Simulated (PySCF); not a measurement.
## TcF₆⁺, singlet: data card

Computed with PBE/[Tc def2-SVP with ECP28, F def2-SVP], scalar-relativistic core potentials, density fitting, no spin–orbit coupling, PySCF.

The structure is a minimum.

```json
{
  "Point group": "Oh",
  "Bond lengths": "Tc–F 1.804 Å (×6)",
  "Bond angles": "F–Tc–F 90.0° (×12), F–Tc–F 180.0° (×3)",
  "Rotational symmetry number": "24",
  "Principal polarisabilities": "44.0, 44.0, 44.0 bohr³",
  "Rotational constants": "0.06817, 0.06817, 0.06817 cm⁻¹",
  "Highest occupied level": "-17.59 eV",
  "Heat capacity Cp at 298.15 K": "119.2 J/(mol K)",
  "Dipole moment about the centre of mass": "0.00 D",
  "Enthalpy at 298.15 K above 0 K": "23.48 kJ/mol",
  "Entropy at 298.15 K and 1 bar": "345.2 J/(mol K)",
  "Principal quadrupole moments (Buckingham, traceless) about the centre of mass": "0.00, 0.00, 0.00 D Å",
  "Lowest empty level": "-14.58 eV",
  "Zero-point energy": "39.1 kJ/mol"
}
```

Harmonic modes (masses in u: Tc 98.907, F 18.998):
| symmetry | ω (cm⁻¹) | IR (km/mol, summed over degenerate members) | μ (u) |
| --- | --- | --- | --- |
| t2u | 138 | 0.0 | 19.00 |
| t1u | 271 | 68.3 | 24.29 |
| t2g | 326 | 0.0 | 19.00 |
| eg | 663 | 0.0 | 19.00 |
| a1g | 712 | 0.0 | 19.00 |
| t1u | 762 | 382 | 24.19 |

In Oh the vibrations span t2u + 2t1u + t2g + eg + a1g. The a1g, eg, t2g, t2u modes carry no infrared intensity, as symmetry demands. With a centre of inversion only u modes can be infrared active and only g modes Raman active.

Charges (e):
| atom | Mulliken | Löwdin | polar tensor | Mayer order to Tc1 |
| --- | --- | --- | --- | --- |
| Tc1 | 1.51 | 0.44 | 3.11 | – |
| F2,3,4,5,6,7 | -0.09 | 0.09 | -0.35 | 1.14 |

Mulliken populations on Tc1 (electrons outside its core potential): s 2.21, p 6.66, d 4.49, f 0.12.

Formally Tc is in oxidation state +7, d0. The polar-tensor charge on Tc, 3.11, is far below the formal one.

This need not be the most stable arrangement of these atoms.

The final relaxation and frequency run took 34 s on 4 threads of a shared Arm Neoverse V1 host, with 115 basis functions and 7 gradients; the process peaked at 1.7 GiB. Launch command: `OMP_NUM_THREADS=4 python axn.py task.json out`.
